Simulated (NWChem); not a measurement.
Species: VHO2F2; SMILES [O]=[V]([OH])([F])[F]

```xyz
6

V      0.0100     0.0000    -0.0071
O     -0.1794    -0.0001     1.5187
F      0.8738    -1.4053    -0.4563
F      0.8693     1.4080    -0.4566
O     -1.5519    -0.0026    -0.7428
H     -2.3813    -0.0039    -0.2471
```
Atoms are numbered in this order, from 1.

Computed with NWChem. Pople sets run with spherical d functions. Coordinates come from a PBE0/def2-SVP optimisation. Vzz is the largest principal value of the second derivative of the potential at the nucleus (NWChem prints the opposite sign); η is the asymmetry. Non-relativistic.

Problem. Predict the results for PBE/6-31G*. Quantities: Vzz V1 (a.u.); η V1; Vzz O2 (a.u.); η O2; Vzz O5 (a.u.); η O5.

Solution. 
```yaml
Vzz V1 (a.u.): -0.383
"η V1": 0.31
Vzz O2 (a.u.): 0.175
"η O2": 0.65
Vzz O5 (a.u.): 1.045
"η O5": 0.09
```
